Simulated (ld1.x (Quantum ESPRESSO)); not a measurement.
## Zr (Z = 40): one change to a TM potential, before and after

Zr (Z = 40), norm-conserving Troullier–Martins (Kleinman–Bylander form), made with ld1.x (Quantum ESPRESSO) 7.5 (PBE, scalar-relativistic). Core [Kr], reference 4d2 5s1 5p0 (charge +1). Waves: 5s (bound): rc 3.25 bohr; 4d (bound): rc 2.90 bohr; 5p (bound, empty): rc 3.05 bohr. Local part: the p channel. Core correction: none.

Change: core correction a·sin(br)/r model core inside 1.64 bohr.

Cutoffs: the cutoffs (Ry, on a coarse ladder) from which the occupation-weighted sum of valence levels, in a spherical-Bessel basis at the reference potential, stays within 10 and 1 mRy of its value at 400 Ry; they do not see the model core or the augmentation charge, which bear on the density cutoff. Errors are all-electron minus pseudo energies relative to the spin-unpolarised reference configuration.

Q: How do hardness, ghosts and transferability respond?

A: The potential gets neither clearly harder nor softer (21 Ry and 25 Ry → 21 Ry and 25 Ry); both files keep a bound ghost (s); of the 7 tests that both files solve, the error grows in 3 and shrinks in 3 by more than 15 % and 0.3 meV (median size 42.2 → 23.2 meV). A model core, the more so a compact one, raises the density cutoff, which this test does not measure.

```csv
quantity,base,changed
"cutoff, loose",21 Ry,21 Ry
"cutoff, tight",25 Ry,25 Ry
bound ghosts,s,s
"error for 4d2 5s2 5p0, meV [ΔE -7.14 eV]",-42,-55
"error for 4d2 5s0 5p0, meV [ΔE 12.94 eV]",+101,-23
"error for 4d1 5s0 5p0, meV [ΔE 35.57 eV]",+297,-288
"error for 4d2 5s0 5p2, meV [ΔE -0.92 eV]",+17,-7.1
"error for 4d1 5s2 5p1, meV [ΔE -4.13 eV]",+82,-199
"error for 4d2 5s1 5p1, meV [ΔE -4.10 eV]",+4.8,-5.9
"error for 4d2 5s0 5p1, meV [ΔE 3.72 eV]",+14,-6.8
s: phases at 3.55 bohr within 0.05 rad from the reference energy up to (Ry; the scan ends near 5),0.8,0.8
p: phases at 3.55 bohr within 0.05 rad from the reference energy up to (Ry; the scan ends near 5),0.7,0.7
d: phases at 3.55 bohr within 0.05 rad from the reference energy up to (Ry; the scan ends near 5),-0.1,-0.1
```

Base: These tests converged, but a pseudo level misses the all-electron one widely, so the file describes the atom poorly there or has found another state: 4d1 5s0 5p0: empty 5s by 3.4 eV. Changed file: These tests converged, but a pseudo level misses the all-electron one widely, so the file describes the atom poorly there or has found another state: 4d1 5s0 5p0: empty 5s by 4.4 eV. A true bound ghost makes a file unfit for plane-wave use even where its test errors are small: the radial tests pick states by their node count and pass the ghost by.
